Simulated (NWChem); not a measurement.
System: C3H5FSi; SMILES C=C=C[SiH2]F

```xyz
10

C      0.1207    -2.8489    -0.3391
C     -0.2609    -1.6667     0.0668
C     -0.6100    -0.4663     0.4647
Si     0.4752     0.9999     0.0995
F     -0.2171     1.9637    -1.0023
H      0.7434    -3.4883     0.2824
H     -0.1764    -3.2359    -1.3112
H     -1.5432    -0.3418     1.0185
H      1.7695     0.5155    -0.4377
H      0.6721     1.8144     1.3269
```
Atoms are numbered in this order, from 1.

Level: B3LYP/6-31G* (spherical d) (NWChem), optimised geometry, unscaled harmonic frequencies. 

Task: List the harmonic frequencies with IR intensities, and the thermochemistry.

Result: 
| frequency (cm⁻¹) | IR intensity (km/mol) |
|---|---|
| 68 | 0.5 |
| 147 | 0.0 |
| 233 | 6.0 |
| 371 | 7.7 |
| 466 | 17.1 |
| 483 | 4.5 |
| 616 | 57.3 |
| 764 | 38.2 |
| 797 | 15.1 |
| 843 | 54.2 |
| 876 | 15.5 |
| 891 | 34.8 |
| 947 | 316.4 |
| 985 | 216.9 |
| 1022 | 0.7 |
| 1104 | 0.6 |
| 1278 | 51.1 |
| 1477 | 2.1 |
| 2044 | 188.0 |
| 2264 | 172.2 |
| 2286 | 133.8 |
| 3132 | 1.3 |
| 3157 | 0.0 |
| 3230 | 0.7 |

```json
{
  "zero_point_energy": "42.1 kcal/mol",
  "thermal correction to the enthalpy at 298.15 K (with zero-point energy)": "46.7 kcal/mol",
  "heat capacity Cv": "21.5 cal/(mol K)",
  "entropy at 298.15 K and 1 atm (symmetry number 1)": "78.9 cal/(mol K)",
  "dipole_moment": "1.82 D"
}
```

Rigid rotor and harmonic oscillator; modes under 100 cm⁻¹ make the entropy uncertain.
